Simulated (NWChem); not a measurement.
# Basis-set convergence for H3FGeSi

```xyz
6

Ge    -0.4321    -0.6749     0.0000
F     -1.5384     0.7012     0.0000
Si     1.5569     0.8380     0.0000
H      1.5017     1.7182     1.2128
H      1.5017     1.7182    -1.2128
H      2.8719     0.1184     0.0000
```
Charge 0, spin multiplicity 1.

Everything below was run with NWChem. Structure: optimised with PBE0/def2-SVP, a minimum by its harmonic frequencies.

Quantity: vertical ionisation energy at the level ΔPBE0 (Δ: difference of total energies, the cation a doublet at the parent's geometry with its hole in an orbital of symmetry a' (Cs labels); it is the state that the SCF runs reached, from PBE0 orbitals for Hartree-Fock references, and need not be the lowest).

The Hamiltonian is non-relativistic. The Pople sets run with spherical d functions. The structure started from a generated list of species. The stability of the SCF solutions was not checked.

Costs are rough ratios of processor time within this set of runs, SCF included, with STO-3G as 1.

```json
[
 {"basis": "STO-3G", "functions": "35", "vertical ionisation energy (eV)": "[?]", "relative cost": "1"},
 {"basis": "3-21G", "functions": "50", "vertical ionisation energy (eV)": "[?]", "relative cost": "under 3"},
 {"basis": "cc-pVDZ", "functions": "74", "vertical ionisation energy (eV)": "[?]", "relative cost": "8"},
 {"basis": "pcseg-1", "functions": "74", "vertical ionisation energy (eV)": "8.74", "relative cost": "under 3"},
 {"basis": "def2-SVP", "functions": "79", "vertical ionisation energy (eV)": "8.68", "relative cost": "under 3"},
 {"basis": "6-311G**", "functions": "106", "vertical ionisation energy (eV)": "8.69", "relative cost": "under 3"},
 {"basis": "aug-cc-pVDZ", "functions": "113", "vertical ionisation energy (eV)": "8.69", "relative cost": "10"},
 {"basis": "aug-pcseg-1", "functions": "113", "vertical ionisation energy (eV)": "8.73", "relative cost": "5"},
 {"basis": "def2-TZVPP", "functions": "163", "vertical ionisation energy (eV)": "8.65", "relative cost": "7"},
 {"basis": "aug-cc-pVTZ", "functions": "224", "vertical ionisation energy (eV)": "8.67", "relative cost": "100"}
]
```

Question: What belongs in the gaps?

Answer: 
- STO-3G, vertical ionisation energy (eV): 5.89
- 3-21G, vertical ionisation energy (eV): 8.58
- cc-pVDZ, vertical ionisation energy (eV): 8.62
